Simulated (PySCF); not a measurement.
From a computed spectrum to the compound

A species of 7 atoms with charge 0 has these harmonic modes (B3LYP, small Gaussian bases with core potentials, PySCF 2.14.0):

```csv
cm⁻¹,km/mol,symmetry
27,17.8,a
62,4.4,e
62,4.4,e
162,49.5,a
195,0.0,e
195,0.0,e
291,0.0,a
311,55.7,e
311,55.7,e
365,0.0,a
423,29.1,e
423,29.1,e
2640,0.0,a
2640,2.5,e
2640,2.5,e
```

Question: Which species is it, and in which structure?

Answer: Er(SH)3 (singlet in the valence; each metal's 4f electrons, 11 of them, lie in its core potential, out of spins and levels):
```xyz
7

Er    0.0000    0.0000   -0.0089
S     2.5331    0.4304    0.0152
H     2.8613   -0.8869    0.0037
S    -1.6393    1.9785    0.0152
H    -0.6626    2.9214    0.0037
S    -0.8938   -2.4090    0.0152
H    -2.1987   -2.0345    0.0037
```
Ideal gas at 298.15 K and 1 bar: S = 424.8 J/(mol K), Cp = 120.7 J/(mol K), H − H(0 K) = 26.8 kJ/mol (rigid rotor, harmonic modes, spin degeneracy alone, that of the 4f electrons in the core included; the modes under 60 cm⁻¹ make these uncertain). An lcecp potential fixes the number of 4f electrons, so in runs with it no electron can move into or out of that shell.
 This is one of several that fit.
